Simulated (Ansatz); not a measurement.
Total energies of SiEt2Me2 (C6H16Si) from Ansatz at PBE-D4/def2-TZVP, gas phase (1 Eh = 27.2114 eV = 2625.5 kJ/mol). The reference geometry is relaxed at B3LYP-D4/def2-SVP.

| state | geometry | energy (Eh) |
| --- | --- | --- |
| charge 0 singlet | reference | -527.41593 |
| charge 1 doublet | reference | -527.08212 |
| charge 1 doublet | relaxed at B3LYP-D4/def2-SVP | -527.10178 |
| free Si atom (triplet) | – | -289.22285 |
| free C atom (triplet) | – | -37.79597 |
| free H atom (doublet) | – | -0.49962 |

Work out the vertical ionisation energy to the doublet.

E(charge 1 doublet) − E(charge 0 singlet) = -527.08212 − (-527.41593) = 0.33381 Eh = 9.08 eV. For comparison, −ε of the highest occupied level is 6.41 eV at this level, 2.67 eV less.

How much does the charge 1 doublet relax, and what is the adiabatic ionisation energy?

Relaxation: -527.08212 − (-527.10178) = 0.01966 Eh = 0.53 eV. Adiabatic ionisation energy: 0.31415 Eh = 8.55 eV, without zero-point energy. 

What is the binding energy per atom against free atoms?

Atoms: 1 × (-289.22285) + 6 × (-37.79597) + 16 × (-0.49962) = -523.99259 Eh. Binding: -523.99259 − (-527.41593) = 3.42334 Eh = 93.15 eV, or 4.05 eV for each of 23 atoms (no zero-point energy, no counterpoise term).

At PBE-D4/def2-TZVP the gap within one spin of the charge 1 doublet nearly closes, so an electron or hole may be smeared out by delocalisation error.
